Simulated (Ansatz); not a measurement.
Gas-phase electronic energies from Ansatz, PBE0-D4/def2-TZVP geometries. CCSD(T)/CBS is the MP2 limit (def2-TZVPP, def2-QZVPP) plus CCSD(T) − MP2 in def2-TZVPP, frozen cores. This one scheme is used for every species. DFT in def2-TZVPP. Each species was taken in one conformer, which may not be the lowest.

Consider the ligand exchange at the Si–O bond: `CO[Si](F)(F)F` + H₂S → `F[Si](F)(F)S` + CH₃OH.

(1) Is it downhill or uphill in electronic energy at CCSD(T)/CBS, and by how much? (Best estimate.)

(2) What do these levels give: revPBE-D4, BLYP-D4, PBE0-D4, r2SCANh-D4, LC-ωPBE, HF/def2-SVP, CCSD/def2-SVP, CCSD(T)/def2-SVP, HF/def2-TZVPP, SCS-MP2/def2-QZVPP, HF/CBS(def2), CCSD/CBS(def2)? (An estimate is asked.)

Largest T1 diagnostic among the species: 0.012.

Results:

(1) Computed: Uphill: ΔE = +61.9 kJ/mol.

(2) The calculation gave: revPBE-D4 43.9, BLYP-D4 57.7, PBE0-D4 51.2, r2SCANh-D4 59.2, LC-ωPBE 55.6, HF/def2-SVP 75.1, CCSD/def2-SVP 67.3, CCSD(T)/def2-SVP 65.5, HF/def2-TZVPP 80.7, SCS-MP2/def2-QZVPP 65.2, HF/CBS(def2) 82.6, CCSD/CBS(def2) 65.1 kJ/mol.

From BLYP to BHLYP (50 % exact exchange), in def2-TZVPP and without D4, ΔE moves by +13.1 kJ/mol. In def2-TZVPP, CCSD(T) changes the Hartree–Fock value by −15.4 kJ/mol (the triples alone add −3.2 kJ/mol) and MP2 by −18.4 kJ/mol.
